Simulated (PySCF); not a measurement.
Al(Cl)(F)(OSiH3) (AlClFH₃OSi), SMILES [F][Al]([Cl])[O][SiH3].

The structure is a stationary point at PBE-D3(BJ)/def2-SVP. The structure was generated by enumeration; whether it is a known compound was not checked. Other conformers were not sampled.

Level of theory: PBE-D3(BJ)/def2-SVP in PySCF 2.14.0.

Frequencies are harmonic and unscaled.

A small imaginary wavenumber (i) marks a very flat motion, where grid noise or a shallow saddle decides the sign.

Computed vibrational spectrum:
```tsv
mode	ν (cm⁻¹)	IR (km/mol)	moving atoms (share of kinetic energy)
1	9i	0.0	H 95 %
2	27	0.3	O 29 %, Si 22 %, F 15 %, Cl 15 %, H 12 %
3	62	0.0	O 62 %, H 13 %, Si 10 %
4	169	13.8	Cl 29 %, F 27 %, O 18 %, Si 14 %, Al 10 %
5	229	28.9	F 39 %, O 34 %, Cl 17 %
6	253	66.3	Al 69 %, O 14 %, F 12 %
7	424	15.7	Cl 34 %, Si 25 %, F 21 %, Al 12 %
8	634	79.9	Al 62 %, Si 17 %, Cl 15 %
9	705	51.8	H 85 %, Si 9 %
10	710	52.7	H 84 %, Si 9 %
11	873	92.9	F 50 %, Al 44 %
12	915	75.8	H 96 %
13	917	69.9	H 96 %
14	964	396.9	H 85 %, Si 13 %
15	1129	501.0	O 74 %, Al 15 %
16	2166	96.5	H 98 %
17	2170	121.7	H 96 %
18	2172	138.8	H 96 %
```
